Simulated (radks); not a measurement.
Coulomb parameter of the 4f shell of the ytterbium ion Yb+ in the model configuration [Xe] 4f12.5 6s1 6p1.5, as a second difference U = [E(n + 0.25) + E(n - 0.25) - 2 E(n)] / (0.25)^2 with all orbitals relaxed. "Bare": the charge of the atom changes with n. "Screened": the 6p shell takes up the change at fixed total charge, which measures U(4f,4f) + U(6p,6p) - 2 U(4f,6p). Method: scalar-relativistic Kohn-Sham, SCAN, spin-unpolarised, spherical densities, finite nucleus; meta-GGA in the generalised Kohn-Sham scheme; Fermi nuclear charge, rms radius 5.3108 fm; computed with a radial shooting solver on a logarithmic mesh with Libxc functionals.

| case | configuration | E - E(n) (eV) |
|---|---|---|
| start | [Xe] 4f12.5 6s1 6p1.5 | 0.000 |
| bare +0.25 | [Xe] 4f12.75 6s1 6p1.5 | -5.928 |
| bare -0.25 | [Xe] 4f12.25 6s1 6p1.5 | 7.065 |
| screened +0.25 | [Xe] 4f12.75 6s1 6p1.25 | -4.185 |
| screened -0.25 | [Xe] 4f12.25 6s1 6p1.75 | 4.826 |

U(bare) = 18.178 eV, U(screened by 6p) = 10.253 eV, against the Slater integral F0(4f,4f) = 35.405 eV with frozen orbitals.
